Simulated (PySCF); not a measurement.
**Electron correlation in Ho⁺ (holmium, charge +1)**

[Xe] 4f11 5d1, one real determinant (an excited configuration). All numbers are calculated (PySCF 2.14, scalar relativity by spin-free X2C-1e, in x2c-TZVPPall with one added diffuse shell each of s, p, d, f type (12s8p8d5f2g, 129 functions)). Frozen: [Ar] 3d10; 38 electrons correlated.

MP2 pair energies summed by pair of shells (mhartree):

```tsv
pair	energy	share (%)
4f-4f	-427.21	27.4
4d-4f	-320.17	20.6
4f-5p	-224.88	14.4
5p-5p	-112.78	7.2
4d-4d	-111.76	7.2
4d-5p	-53.62	3.4
4f-5s	-53.30	3.4
4p-4f	-44.25	2.8
4p-4d	-39.88	2.6
5s-5p	-32.02	2.1
4d-5s	-23.38	1.5
5p-5d	-22.65	1.5
4s-4d	-17.36	1.1
4s-4f	-17.17	1.1
4f-5d	-16.09	1.0
4p-4p	-9.94	0.6
4p-5p	-7.61	0.5
5s-5s	-5.99	0.4
4s-4p	-4.38	0.3
4p-5s	-4.19	0.3
5s-5d	-2.79	0.2
4d-5d	-2.24	0.1
4s-4s	-1.38	0.1
4s-5p	-0.83	0.1
4s-5s	-0.72	0.0
4p-5d	-0.22	0.0
4s-5d	-0.06	0.0
```

Total MP2 correlation energy: -1556.9 mhartree.

Same-spin part -598.85 and opposite-spin part -958.02 mhartree; SCS-MP2 scales them by 1/3 and 6/5 to -1349.2 mhartree.

The reference is one real determinant that mixes LS terms of this configuration.

This basis was not built for core-valence correlation, so the inner-shell part is incomplete.
